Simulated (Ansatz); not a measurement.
Mulliken charges of `CO[Si](F)I` radical from PBE/def2-TZVPP in Ansatz (PBE0-D4/def2-TZVP geometry).

```json
{"atom": "C1", "x (Å)": "-0.505", "y (Å)": "-0.600", "z (Å)": "0.851", "charge (e)": "-0.152"}
{"atom": "O2", "x (Å)": "0.743", "y (Å)": "0.018", "z (Å)": "0.574", "charge (e)": "-0.263"}
{"atom": "Si3", "x (Å)": "1.269", "y (Å)": "0.614", "z (Å)": "-0.831", "charge (e)": "0.459"}
{"atom": "F4", "x (Å)": "1.009", "y (Å)": "-0.462", "z (Å)": "-1.986", "charge (e)": "-0.248"}
{"atom": "I5", "x (Å)": "0.049", "y (Å)": "2.653", "z (Å)": "-1.466", "charge (e)": "-0.130"}
{"atom": "H6", "x (Å)": "-0.467", "y (Å)": "-0.984", "z (Å)": "1.870", "charge (e)": "0.114"}
{"atom": "H7", "x (Å)": "-0.693", "y (Å)": "-1.426", "z (Å)": "0.161", "charge (e)": "0.113"}
{"atom": "H8", "x (Å)": "-1.315", "y (Å)": "0.130", "z (Å)": "0.772", "charge (e)": "0.108"}
```

Q: By hand: the dipole of these point charges (1 e Å = 4.8032 D).

A: Σ q r = (-0.066, -0.121, 0.336) e Å, of length 0.363 e Å = 1.74 D.

Q: How does the dipole of the full density compare? (Best estimate.)

A: The calculation gave: (-0.169, -0.150, 0.235) e Å, 1.57 D; the point charges give 1.11 times that, at 24° from its direction.

Point charges leave out the atoms' own dipoles, such as those of lone pairs, and Mulliken's split depends on the basis, so the two needn't agree.
